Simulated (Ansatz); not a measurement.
CH5NOSSi, relaxed with RKS PBE0-D4/def2-TZVP in Ansatz from a PBE-D4/def2-SVP geometry. The force threshold is 0.005 eV/Å; the program also tests the step.

Total charge 0; spin multiplicity 1. The bonds changed during the relaxation, so this is another structure than the one it started from.

Start:

```xyz
10

O     0.565   -1.858   -1.911
Si   -0.747   -1.242   -0.986
N     0.181   -0.330    0.430
C     0.030    0.942    0.704
S     0.088    1.601    2.331
H     0.534   -2.830   -1.917
H    -1.005    0.122   -1.668
H     0.540   -0.912    1.201
H    -0.288    1.602   -0.125
H     0.102    2.905    1.941
```

```tsv
step	energy (eV)	largest force (eV/Å)	largest move (Å)
1	-23358.5023	0.930	0.000
2	-23358.5592	0.463	0.064
3	-23358.5690	0.238	0.029
4	-23358.5725	0.101	0.058
5	-23358.5742	0.051	0.022
6	-23358.5744	0.031	0.005
7	-23358.5744	0.008	0.005
8	-23358.5745	0.005	0.001
```

End:

```xyz
10

O     0.577   -1.802   -1.837
Si   -0.766   -1.243   -0.978
N     0.142   -0.338    0.440
C     0.011    0.914    0.699
S     0.170    1.594    2.284
H     0.569   -2.755   -1.929
H    -0.988    0.116   -1.650
H     0.480   -0.919    1.201
H    -0.303    1.560   -0.117
H     0.108    2.873    1.886
```

Hardware: 4 threads of an AMD EPYC 7B13 on a shared host. Wall time 28 s, peak host memory 0.53 GiB.
